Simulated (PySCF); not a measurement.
Ga(Br)(Me)2, SMILES [Br][Ga]([CH3])[CH3] (PBE0/def2-SVP optimised geometry):

```
10

Ga    -0.199    -0.163     0.000
Br    -1.149    -2.284     0.012
C     -1.506     1.295     0.000
H     -2.132     1.227    -0.903
H     -1.027     2.284     0.029
H     -2.175     1.193     0.868
C      1.758    -0.163     0.000
H      2.175     0.844    -0.146
H      2.134    -0.829    -0.791
H      2.122    -0.560     0.961
```

Method: PySCF with PBE0/def2-TZVP.

### Question
What are the frontier orbital energies and the dipole moment?

### Answer
HOMO-2 -8.67 eV, HOMO-1 -8.14 eV, HOMO -7.60 eV, LUMO -1.00 eV, LUMO+1 0.04 eV; dipole moment 2.85 D.

On the same geometry PBE/def2-TZVP (PySCF) gives HOMO-2 -7.38 eV, HOMO-1 -6.89 eV, HOMO -6.37 eV, LUMO -1.80 eV, LUMO+1 -0.80 eV; dipole moment 2.75 D.

Meta-Löwdin charges at PBE0/def2-TZVP: Ga1 0.66, Br2 -0.32, C3 -0.58, H4 0.14, H5 0.13, H6 0.14, C7 -0.58, H8 0.13, H9 0.14, H10 0.14.
